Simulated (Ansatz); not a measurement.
The cluster Sr2S2 (the lowest singlet isomer of a short search), 4 atoms. Hardware: 4 threads of Arm Neoverse V2 on a shared host.

In the def2 sets Sr takes a core potential; there is no spin–orbit coupling.

(1) How many basis functions does each of these Ansatz runs have, and roughly what does it cost? r2SCAN-D4/def2-TZVP, charge 0 quintet, energy, from earlier orbitals; HF/STO-3G, charge 0 quintet, energy; PBE0-D4/def2-SVP, charge 1 doublet at the geometry of the charge 0 singlet, energy with a search over starts; PBE with 5 % exact exchange/def2-TZVP, charge 0 quintet, energy, from earlier orbitals; PBE0-D4/def2-SVP, charge 0 singlet, energy, from earlier orbitals; B97M-V/def2-TZVP, charge 0 singlet, energy, from earlier orbitals; ωB97M-V/def2-TZVP, charge 0 quintet, energy, from earlier orbitals; r2SCAN-D4/def2-TZVP, charge 1 doublet at the geometry of the charge 0 singlet, energy, from earlier orbitals; PBE0-D4/def2-TZVPD, charge 0 singlet, energy, from earlier orbitals; PBE0-D4/def2-TZVP, charge 1 doublet at the geometry of the charge 0 singlet, energy, from earlier orbitals; PBE0-D4/def2-SVP, charge 0 singlet, energy with a search over starts; PBE with 5 % exact exchange/def2-TZVP, charge 0 triplet, energy, from earlier orbitals.

## Answers

(1) Other jobs shared the machine, so times can vary by a factor of up to 3. A dash marks memory too small to be measured apart from the calling script's.

```
                                                                                                         run  functions  fitting or Cholesky vectors  wall time  peak host memory (GiB)
                                                                         HF/STO-3G, charge 0 quintet, energy         62                          619      0.9 s                       –
                                           PBE0-D4/def2-SVP, charge 0 singlet, energy, from earlier orbitals         82                          768      1.2 s                       –
                                        PBE0-D4/def2-SVP, charge 0 singlet, energy with a search over starts         82                          768      1.6 s                       –
                                         PBE0-D4/def2-TZVPD, charge 0 singlet, energy, from earlier orbitals        158                         1274      1.9 s                       –
                      PBE with 5 % exact exchange/def2-TZVP, charge 0 triplet, energy, from earlier orbitals        140                         1148        3 s                       –
                                           B97M-V/def2-TZVP, charge 0 singlet, energy, from earlier orbitals        140                         1148      5.5 s                       –
                      PBE with 5 % exact exchange/def2-TZVP, charge 0 quintet, energy, from earlier orbitals        140                         1148      6.5 s                    0.65
PBE0-D4/def2-SVP, charge 1 doublet at the geometry of the charge 0 singlet, energy with a search over starts         82                          768        7 s                       –
  PBE0-D4/def2-TZVP, charge 1 doublet at the geometry of the charge 0 singlet, energy, from earlier orbitals        140                         1186      7.5 s                    0.66
r2SCAN-D4/def2-TZVP, charge 1 doublet at the geometry of the charge 0 singlet, energy, from earlier orbitals        140                         1148       13 s                       –
                                        r2SCAN-D4/def2-TZVP, charge 0 quintet, energy, from earlier orbitals        140                         1148       16 s                       –
                                          ωB97M-V/def2-TZVP, charge 0 quintet, energy, from earlier orbitals        140                         1154       33 s                       1
```
